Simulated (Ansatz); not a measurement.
CrO₃⁻ was relaxed with PBE-D4 (def2-TZVPD) in Ansatz in these states: charge -1 doublet, charge -1 quartet, charge -1 sextet. The geometries follow in no particular order.

A:

```
atom   x (Å)   y (Å)   z (Å)
 Cr1   0.229   0.178   0.019
  O2  -0.950   1.409  -0.576
  O3   1.031  -1.097  -0.976
  O4  -0.310  -0.490   1.534
```

B:

```xyz
4

Cr   -0.007    0.000    0.107
O     1.446    0.014    0.891
O     0.105   -0.006   -1.707
O    -1.544   -0.008    0.709
```

C:

Cartesian coordinates in Å:
```
Cr 0.001 -0.004 0.000
O 1.505 0.303 0.564
O -0.311 0.114 -1.601
O -1.194 -0.413 1.038
```

Problem. Judge from the bond lengths which geometry belongs to which state (an estimate).

Solution. A is the charge -1 sextet (Cr1–O3 1.806 Å, Cr1–O2 1.806 Å, Cr1–O4 1.741 Å); B is the charge -1 quartet (Cr1–O3 1.817 Å, Cr1–O2 1.651 Å, Cr1–O4 1.651 Å); C is the charge -1 doublet (Cr1–O3 1.635 Å, Cr1–O2 1.635 Å, Cr1–O4 1.635 Å).

At PBE-D4/def2-TZVPD the highest occupied level of the charge -1 sextet lies above zero (up to 1.02 eV). It is a level of α spin, whose loss leaves a quintet; that state wasn't run at this geometry and level. The electron is either unbound and held by the finite basis, or the level is raised by self-interaction error. At PBE-D4/def2-TZVPD the highest occupied level of the charge -1 quartet lies above zero (up to 0.83 eV). It is a level of α spin, whose loss leaves a triplet; that state wasn't run at this geometry and level. The electron is either unbound and held by the finite basis, or the level is raised by self-interaction error. At PBE0-D4/def2-TZVPD a doublet lies 4.31 eV below the charge -1 sextet. At PBE0-D4/def2-TZVPD a doublet lies 1.67 eV below the charge -1 quartet. These are the stationary points nearest to one start from a short search; other shapes may lie lower in each state.
